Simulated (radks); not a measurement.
Mg I, 12 electrons, occupied as [Ne] 3s1 5d1 (not the ground configuration). All-electron calculation, non-relativistic Kohn-Sham, BLYP, spin-unpolarised, spherical densities, point nucleus. Program: a radial shooting solver on a logarithmic mesh with Libxc functionals.

Normalised radial functions P(r) = r R(r), r in bohr:

r	2p
0.02337	0.0253
0.03192	0.0449
0.04361	0.0784
0.05958	0.1336
0.0814	0.2206
0.1112	0.3500
0.1519	0.5268
0.2075	0.7413
0.2835	0.9588
0.3874	1.1167
0.5292	1.1432
0.723	1.0039
0.9877	0.7359
1.349	0.4332
1.843	0.1929
2.518	0.0594
3.468	0.0105
4.738	0.0010
6.473	0.0000
8.843	0.0000
12.08	0.0000
16.5	0.0000
22.55	0.0000
30.8	0.0000
42.08	0.0000
57.49	0.0000
78.54	0.0000

2p: eigenvalue -54.333 eV, 0 radial nodes, <r> = 0.688 bohr, 90 % of the charge inside 1.18 bohr.
